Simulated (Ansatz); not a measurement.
Isolated molecules relaxed with PBE0-D4/def2-TZVP in Ansatz; ΔE leaves out vibrations. CBS: MP2 limit from def2 TZ/QZ plus the TZ coupled-cluster correction, frozen cores. This one scheme is used for every species. DFT in def2-TZVPP. One conformer a species, not always the lowest.

Consider the formal exchange of groups at the Al–F bond: `CO[CH2][AlH][F]` + CH₄ → `CO[CH2][AlH][CH3]` + H–F.

CCSD(T)/CBS gives +196.0 kJ/mol.

(1) Another level gave +199.2 kJ/mol. Which?
A. PBE-D4/def2-TZVPP
B. PBE/def2-TZVPP
C. CCSD/def2-TZVPP
D. HF/def2-TZVPP

Largest T1 diagnostic among the species: 0.012.

## Answers

(1) C. CCSD/def2-TZVPP 199.2, PBE-D4 190.2, HF/def2-TZVPP 215.7, PBE 194.4 kJ/mol.

The D4 term adds −6.5 kJ/mol with B3LYP and −3.8 kJ/mol with PBE0; it sums over pairs of atoms, weighted by their polarisabilities, and B3LYP, whose exchange is more repulsive, gets the larger term. In def2-TZVPP, CCSD(T) changes the Hartree–Fock value by −19.0 kJ/mol (the triples alone add −2.4 kJ/mol) and MP2 by −17.4 kJ/mol.

B3LYP here is the variant with VWN-RPA as its local correlation; programs differ in this.
